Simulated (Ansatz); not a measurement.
Harmonic frequencies (cm⁻¹) at PBE0-D4/def2-TZVP from Ansatz: 202, 379, 590, 615, 707, 3884.

Each molecule was computed in one conformer, which needn't be the lowest.

(1) Which molecule is it?
A. `[OH][Sn][F]`
B. `[Br][Sn][Br]`
C. `[F][Sn][Br]`
D. `[NH2][Sn][Br]`

## Answers

(1) A.
